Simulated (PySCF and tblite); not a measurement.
Values are calculated unless marked as measured or tabulated.
System: C5H4F2N2O, numbered as in [CH3:1][C:2](=[O:3])[NH:4][C:5]([C:6]#[N:7])=[C:8]([F:9])[F:10].

For the rotation about the C2–N4 bond (torsion C1–C2–N4–C5 from -180° to 0°, rising): electronic barrier 13.95 kcal/mol, zero-point change -0.65 kcal/mol, thermal and entropy terms at 250 K a further 0.33 kcal/mol (symmetry numbers apart). The minimum is Cs, the saddle C1. Geometries: GFN2-xTB; energies: PBE0/pcSseg-1 + D3(BJ); zero-point and thermal terms from GFN2-xTB harmonic modes (soft modes blended into free rotors). Rate constants are transition-state-theory values, counting equivalent paths, without tunnelling. Run with tblite and PySCF.

Q: How many equivalent paths lead out of the minimum?

A: 2: the symmetry number of the minimum is 1, that of the saddle displaced along its mode 1, and the displaced saddle is chiral while the minimum is not, which doubles the count.

Q: Work out the rate at 250 K.

A: ΔG‡ = 13.63 kcal/mol; k_B T/h = 5.2×10¹² s⁻¹; exp(−ΔG‡/RT) = 1.2×10⁻¹²; times 2 gives k = 13 s⁻¹. Wigner's tunnelling factor for the 121i cm⁻¹ mode would be 1.02.

Barriers of amide-like rotations can come out several kcal/mol high at such levels.
